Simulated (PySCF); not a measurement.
These 2 structures share the formula C10H8O. Method used: PySCF, PBE0-D3(BJ)/def2-SVP geometry optimisation, gas phase. Energies are electronic, without zero-point or thermal terms, for one conformer each. No frequencies were run at this level. Point groups hold within 0.08 Å.

Question: Rank from lowest to highest electronic energy at this level (kcal/mol).
A. `[cH:1]1[cH:2][cH:3][c:4](-[c:5]2[cH:6][cH:7][o:8][cH:9]2)[cH:10][cH:11]1` with C3–C4–C5–C6 153° (3-phenylfuran)
B. `[CH:1]#[C:2][C:3]1=[CH:4][C@@H:5]2[O:6][C@H:7]1[CH:8]=[C:9]2[CH:10]=[CH2:11]` with C8–C9–C10–C11 -174°

Answer: A (0.0), B (103.8).

As drawn, the lower has an aromatic ring, which the higher lacks; the higher has a C≡C bond and a C=C bond outside aromatic rings, which the lower lacks.

| SMILES | E (Eh) | E rel (kcal/mol) | dipole (D) | point group | A, B, C (MHz) |
| --- | --- | --- | --- | --- | --- |
| c1ccc(-c2ccoc2)cc1 | -460.23573 | 0.0 | 0.43 | C1 | 3566, 661.2, 567.4 |
| C#CC1=C[C@@H]2O[C@H]1C=C2C=C | -460.07030 | 103.8 | 1.71 | C1 | 2500, 745.4, 712.5 |
